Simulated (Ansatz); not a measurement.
`[O]=[Nb]([F])([F])[Cl]` + `CS[Si](F)(Cl)Cl` → `[O]=[Nb]([F])([Cl])[Cl]` + `CS[Si](F)(F)Cl`  (redistribution)

Computed with Ansatz on PBE0-D4/def2-TZVP structures; ΔE is electronic, products minus reactants. CCSD(T)/CBS adds triple-zeta CCSD(T) − MP2 to the extrapolated MP2 energy (def2 sets, frozen cores). DFT in def2-TZVPP. B3LYP here is the variant with VWN-RPA as its local correlation; programs differ in this. HSE06 is defined as in plane-wave codes. Elements past krypton have def2 core potentials. For Nb outer-core shells are correlated without core-valence functions, which leaves a few kJ/mol of doubt a bond. One conformer a species, not always the lowest.

| level | ΔE (kJ/mol) | difference from CCSD(T)/CBS |
| --- | --- | --- |
| LDA (SPW92) | -32.8 | 11.2 |
| PBE-D4 | -27.6 | 16.4 |
| revPBE-D4 | -24.1 | 19.9 |
| BLYP-D4 | -31.9 | 12.1 |
| r2SCAN-D4 | -36.5 | 7.5 |
| B97M-V | -38.6 | 5.4 |
| PBE0-D4 | -33.5 | 10.5 |
| B3LYP-D4 | -37.1 | 6.9 |
| r2SCANh-D4 | -38.2 | 5.8 |
| r2SCAN0-D4 | -40.4 | 3.6 |
| HSE06-D4 | -33.8 | 10.2 |
| BHLYP-D4 | -43.2 | 0.8 |
| CAM-B3LYP-D4 | -36.4 | 7.6 |
| ωB97X-V | -30.9 | 13.1 |
| ωB97M-V | -33.7 | 10.3 |
| B2PLYP | -43.8 | 0.2 |
| PBE-QIDH | -42.5 | 1.5 |
| revPBE | -28.7 | 15.3 |
| PBE0 | -35.3 | 8.7 |
| r2SCAN0 | -41.0 | 3.0 |
| HSE06 | -35.4 | 8.6 |
| BHLYP | -45.7 | -1.7 |
| CAM-B3LYP | -38.3 | 5.7 |
| LC-ωPBE | -26.1 | 17.9 |
| RPA@PBE/def2-TZVPP | -44.3 | -0.3 |
| HF/def2-SVP | -33.7 | 10.3 |
| MP2/def2-SVP | -32.3 | 11.7 |
| CCSD/def2-SVP | -27.9 | 16.1 |
| CCSD(T)/def2-SVP | -28.5 | 15.5 |
| HF/def2-TZVPP | -50.4 | -6.4 |
| MP2/def2-TZVPP | -49.5 | -5.5 |
| SCS-MP2/def2-TZVPP | -48.1 | -4.1 |
| CCSD/def2-TZVPP | -45.2 | -1.2 |
| CCSD(T)/def2-TZVPP | -45.2 | -1.2 |
| HF/def2-QZVPP | -52.7 | -8.7 |
| MP2/def2-QZVPP | -49.6 | -5.6 |
| SCS-MP2/def2-QZVPP | -48.3 | -4.3 |
| HF/CBS(def2) | -53.0 | -9.0 |
| MP2/CBS(def2) | -48.3 | -4.3 |
| CCSD/CBS(def2) | -44.0 | 0.0 |
| CCSD(T)/CBS | -44.0 | 0 |

Largest T1 diagnostic among the species: 0.022, so the coupled-cluster value is less sure than usual.

Leaving LDA and LC-ωPBE aside and taking each functional with its dispersion term where it has one, the values spread over 19.6 kJ/mol, from B2PLYP to revPBE-D4. LDA lies −3.2 kJ/mol from PBE without D4. The D4 term adds +3.3 kJ/mol with B3LYP and +1.7 kJ/mol with PBE0; it sums over pairs of atoms, weighted by their polarisabilities, and B3LYP, whose exchange is more repulsive, gets the larger term. From BLYP to BHLYP (50 % exact exchange), in def2-TZVPP and without D4, ΔE moves by −9.6 kJ/mol.
